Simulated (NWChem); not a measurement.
## A calculation on BiF2 (+1)

```xyz
3

Bi     0.0000     0.0000     0.2357
F     -1.4797     0.0000    -1.0870
F      1.4797     0.0000    -1.0870
```
Charge +1, spin multiplicity 1.

Everything below was run with NWChem. All single points use one geometry, from B3LYP/def2-SVP with def2 effective core potentials on Bi, a minimum by its harmonic frequencies.

Symmetry labels belong to the abelian group C2v used in the runs, with the axes of the coordinates shown.

Effective core potentials replace the inner electrons of Bi; spin-orbit coupling is left out. The correlated methods keep 6 core orbitals frozen. The spin multiplicity of the parent species was assumed, not shown to be that of its ground state. The structure started from a generated list of species.

### Question
List the 4 singlet excitations that EOM-CCSD/def2-SVPD with def2 effective core potentials on Bi, 6 core orbitals frozen gives, with oscillator strengths.

### Answer
| state | symmetry | energy (eV) | wavelength (nm) | f |
|---|---|---|---|---|
| 1 | b2 | 5.01 | 248 | 0.026 |
| 2 | a2 | 5.45 | 228 | 0.000 |
| 3 | b1 | 5.92 | 210 | 0.015 |
| 4 | a1 | 6.52 | 190 | 0.010 |
These are the lowest roots of each symmetry, so higher states are missing between them.
